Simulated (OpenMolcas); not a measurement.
## 4d⁵ along the 41-electron sequence

```json
{
 "Program": "OpenMolcas 26.06",
 "Method": "SS-RASPT2, IPEA 0.25 Eh, imaginary shift 0.1 Eh",
 "Basis": "ANO-RCC-VTZP",
 "Scalar Hamiltonian": "DKH2, point nucleus",
 "Spin-orbit coupling": "RASSI with atomic mean-field integrals over the reference wave functions, term energies averaged over their components"
}
```

Active space for each ion: 11 electrons in 8 orbitals (RAS1 4p, at most 2 holes; RAS2 4d); closed shells correlated by CASPT2: 4s.

Computed levels in cm-1 above ⁶S_5/2:

```json
{"Level": "⁴G_5/2", "Tc2+": "20840", "Ru3+": "23830", "Rh4+": "26420", "Pd5+": "28520", "Ag6+": "31330"}
{"Level": "⁴G_7/2", "Tc2+": "20990", "Ru3+": "24060", "Rh4+": "26790", "Pd5+": "29120", "Ag6+": "32200"}
{"Level": "⁴G_11/2", "Tc2+": "21040", "Ru3+": "24140", "Rh4+": "26910", "Pd5+": "29310", "Ag6+": "32460"}
{"Level": "⁴G_9/2", "Tc2+": "21080", "Ru3+": "24200", "Rh4+": "27010", "Pd5+": "29470", "Ag6+": "32670"}
{"Level": "⁴P_3/2", "Tc2+": "23400", "Ru3+": "26880", "Rh4+": "29770", "Pd5+": "32080", "Ag6+": "35080"}
{"Level": "⁴P_1/2", "Tc2+": "23900", "Ru3+": "27590", "Rh4+": "30730", "Pd5+": "33350", "Ag6+": "36620"}
{"Level": "⁴D_7/2", "Tc2+": "24950", "Ru3+": "28790", "Rh4+": "32110", "Pd5+": "35000", "Ag6+": "38680"}
{"Level": "⁴D_1/2", "Tc2+": "25490", "Ru3+": "29620", "Rh4+": "33310", "Pd5+": "36660", "Ag6+": "40690"}
{"Level": "⁴D_3/2", "Tc2+": "25900", "Ru3+": "30190", "Rh4+": "34040", "Pd5+": "37570", "Ag6+": "41750"}
{"Level": "weight of ⁶S in the lowest level (%)", "Tc2+": "99", "Ru3+": "99", "Rh4+": "99", "Pd5+": "98", "Ag6+": "98"}
```

Mixed levels, with the weight of the term that names them: Tc2+ ⁴P_3/2 (64 %), Tc2+ ⁴D_3/2 (64 %), Ru3+ ⁴P_3/2 (60 %), Ru3+ ⁴P_1/2 (72 %), Ru3+ ⁴D_1/2 (73 %), Ru3+ ⁴D_3/2 (60 %), Rh4+ ⁴P_3/2 (57 %), Rh4+ ⁴P_1/2 (69 %), Rh4+ ⁴D_1/2 (70 %), Rh4+ ⁴D_3/2 (57 %), Pd5+ ⁴P_3/2 (56 %), Pd5+ ⁴P_1/2 (68 %), Pd5+ ⁴D_1/2 (69 %), Pd5+ ⁴D_3/2 (55 %), Ag6+ ⁴P_3/2 (56 %), Ag6+ ⁴P_1/2 (69 %), Ag6+ ⁴D_1/2 (70 %), Ag6+ ⁴D_3/2 (55 %).

Measured, with the error of the calculation in %. Measured levels: Ag6+ from the list in Gamrath, thesis, University of Mons (2023).

```json
{"Level": "⁴G_5/2", "Ag6+": "29390 (+6.6)"}
{"Level": "⁴G_7/2", "Ag6+": "30378 (+6.0)"}
{"Level": "⁴G_11/2", "Ag6+": "30662 (+5.9)"}
{"Level": "⁴G_9/2", "Ag6+": "30907 (+5.7)"}
{"Level": "⁴P_3/2", "Ag6+": "32994 (+6.3)"}
{"Level": "⁴P_1/2", "Ag6+": "34605 (+5.8)"}
{"Level": "⁴D_7/2", "Ag6+": "36485 (+6.0)"}
{"Level": "⁴D_1/2", "Ag6+": "38685 (+5.2)"}
{"Level": "⁴D_3/2", "Ag6+": "39788 (+4.9)"}
```

⁴G_5/2 changes by a factor of 1.5 over the same range, with steps per unit of Z of +2990, +2590, +2100, +2810 cm-1.

CASPT2 does not keep the components of a term degenerate, so their means are used; among the terms shown or strongly mixed into the levels shown the widest spread is 170 cm-1 (4d⁵ ⁴G, Tc2+). Active for correlation alone: 4p; no level in the range computed is led by a configuration that opens it, so any true level of that kind is missing. Measured partners are found by configuration, term and J. A level has none where our copy of the source lacks it or the pairing is in doubt (some pairs that miss far off the trend of their configuration count as doubtful), and it then counts in no deviation. Levels of configurations outside the active space are missing.
